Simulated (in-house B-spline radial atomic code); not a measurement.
In⁺: [Kr] (4d3/2)4 (4d5/2)5 5s2 5p1 (with a hole in an inner shell)

Level of theory: Dirac-Kohn-Sham relativistic LDA, spherical fractional occupations, Fermi nucleus of rms radius 4.6156 fm; calculated with an all-electron radial atomic-structure program (B-spline basis).

Effective charges: Z_r = [3n² - l(l+1)]/(2<r>) from the radius, Z_e = n√(-2ε) from the energy, and Slater's rules. Values are occupation-weighted means over j. An effective charge above Z reflects the relativistic contraction of the inner shells.

```csv
shell,electrons,ε (eV),<r> (bohr),Z_r,Z_e,Slater
1s,2,-27592,0.02982,50.30,45.03,48.70
2s,2,-4149,0.1285,46.69,34.93,44.85
2p,6,-3736.7,0.1122,44.57,33.14,44.85
3s,2,-799.45,0.3495,38.62,23.00,37.75
3p,6,-663.15,0.3476,35.96,20.94,37.75
3d,10,-447.69,0.3247,32.33,17.21,27.85
4s,2,-133.49,0.8456,28.38,12.53,21.25
4p,6,-92.306,0.9155,25.12,10.42,21.25
4d,9,-32.193,1.141,18.40,6.15,10.20
5s,2,-17.683,2.352,15.94,5.70,5.85
5p,1,-10.392,2.929,12.46,4.37,5.85
```

The least bound orbital is 5p3/2 at -10.21 eV, and it is also the most diffuse (<r> = 2.963 bohr). The part-filled 4d shell lies below the filled 5s shell in orbital energy.

For the 1s electron the small component carries 3.21 % of the norm, the zero-frequency Breit interaction raises the level by 62.93 eV, self-energy by 35.49 eV, and vacuum polarisation lowers it by 4.596 eV.
